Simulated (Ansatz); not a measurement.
`C[BH][GeH2][CH3]` + `O[SiH2]S[SiH2]F` → `CO[SiH2]S[SiH2]F` + `[BH2][GeH2][CH3]`  (substitution at a C–B bond)

Isolated molecules relaxed with PBE0-D4/def2-TZVP in Ansatz; ΔE leaves out vibrations. CCSD(T)/CBS adds triple-zeta CCSD(T) − MP2 to the extrapolated MP2 energy (def2 sets, frozen cores). For Ge outer-core shells are correlated without core-valence functions, which leaves a few kJ/mol of doubt a bond. Scalar relativity is left out up to krypton. One conformer a species, not always the lowest.

```json
{"species": "`C[BH][GeH2][CH3]`", "CCSD(T)/def2-TZVPP energy (Eh)": "-2181.85172"}
{"species": "`O[SiH2]S[SiH2]F`", "CCSD(T)/def2-TZVPP energy (Eh)": "-1153.89226"}
{"species": "`CO[SiH2]S[SiH2]F`", "CCSD(T)/def2-TZVPP energy (Eh)": "-1193.11055"}
{"species": "`[BH2][GeH2][CH3]`", "CCSD(T)/def2-TZVPP energy (Eh)": "-2142.59238"}
```

(1) Work out ΔE.

Largest T1 diagnostic among the species: 0.012.

## Answers

(1) ΔE = (-1193.11055) + (-2142.59238) − (-2181.85172) − (-1153.89226) = 0.04105 Eh = +107.8 kJ/mol. CCSD(T)/CBS gives +111.4 kJ/mol.

The D4 term adds −5.4 kJ/mol with B3LYP and −3.2 kJ/mol with PBE0; it sums over pairs of atoms, weighted by their polarisabilities, and B3LYP, whose exchange is more repulsive, gets the larger term. In def2-TZVPP, CCSD(T) changes the Hartree–Fock value by +12.9 kJ/mol (the triples alone add +1.1 kJ/mol) and MP2 by +19.4 kJ/mol.

B3LYP here is the variant with VWN-RPA as its local correlation; programs differ in this.
